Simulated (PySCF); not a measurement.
## Circular dichroism: `CC=C=C=C=C(C)F`, C7H7F

Geometry (Å), atoms numbered from 1 in this order:
```xyz
15

C    -3.4772    0.8490   -0.3107
C    -2.5717   -0.3391   -0.3840
C    -1.3063   -0.3587   -0.0122
C    -0.0762   -0.3731    0.3506
C     1.1541   -0.3937    0.7080
C     2.4316   -0.4148    1.0411
C     3.5888   -0.1152    0.1603
F     2.7965   -0.7302    2.2935
H    -4.3571    0.6255    0.3154
H    -3.8591    1.1076   -1.3124
H    -2.9633    1.7251    0.1062
H    -3.0040   -1.2695   -0.7809
H     4.2598   -0.9881    0.1065
H     3.2563    0.1453   -0.8517
H     4.1725    0.7228    0.5757
```

Level of theory: TDDFT CAM-B3LYP/aug-cc-pVDZ circular dichroism and optical rotation, one conformer, gas phase (PySCF). Geometry: PBE0-D3(BJ)/def2-SVP.

No stereocentre is labelled: unless the shape is locked (an allene, a helicene, a hindered biaryl), the mirror image is equally populated and a measured rotation or CD is zero.

Task: List the lowest 12 singlet excitations with oscillator and rotatory strengths.

Result: Rotatory strengths R in 10⁻⁴⁰ esu² cm², velocity form and length form (origin at the centre of mass); f in length form.
| state | E (eV) | λ (nm) | f | R (velocity) | R (length) | main |
| --- | --- | --- | --- | --- | --- | --- |
| 1 | 3.32 | 373 | 0.0002 | -0.4 | -0.4 | HOMO→LUMO 0.98 |
| 2 | 4.30 | 288 | 6e-05 | -0.2 | -0.3 | HOMO−1→LUMO+1 0.83 |
| 3 | 4.81 | 258 | 0.001 | +2.2 | +2.2 | HOMO−1→LUMO 0.49, HOMO→LUMO+1 0.44 |
| 4 | 5.58 | 222 | 0.059 | -13.7 | -13.8 | HOMO→LUMO+2 0.71, HOMO→LUMO+1 0.08 |
| 5 | 5.89 | 211 | 2.231 | +23.1 | +23.4 | HOMO−1→LUMO 0.42, HOMO→LUMO+1 0.41 |
| 6 | 6.02 | 206 | 0.008 | -8.4 | -8.5 | HOMO−1→LUMO+2 0.61, HOMO−1→LUMO+3 0.12 |
| 7 | 6.22 | 199 | 0.163 | -18.9 | -19.2 | HOMO→LUMO+3 0.77 |
| 8 | 6.43 | 193 | 0.001 | -0.9 | -0.9 | HOMO−2→LUMO 0.87 |
| 9 | 6.46 | 192 | 0.006 | +1.8 | +2.1 | HOMO→LUMO+4 0.79 |
| 10 | 6.60 | 188 | 0.009 | +1.3 | +1.3 | HOMO−1→LUMO+3 0.54, HOMO−1→LUMO+2 0.12 |
| 11 | 6.67 | 186 | 0.0005 | -0.1 | -0.3 | HOMO→LUMO+5 0.57, HOMO→LUMO+8 0.28 |
| 12 | 6.76 | 183 | 0.002 | +0.6 | +0.5 | HOMO−1→LUMO+4 0.81, HOMO−1→LUMO+3 0.10 |

Among the states computed, the strongest CD band (largest |R|) is state 5. The largest dissymmetry factor in size, g = 4R/(D+G), with D and G the electric and magnetic dipole strengths, is +0.017 for state 3 (velocity form, f = 0.0009), among bands with |R| over 0.5. The mirror image has the same energies and oscillator strengths and all R with the opposite sign.
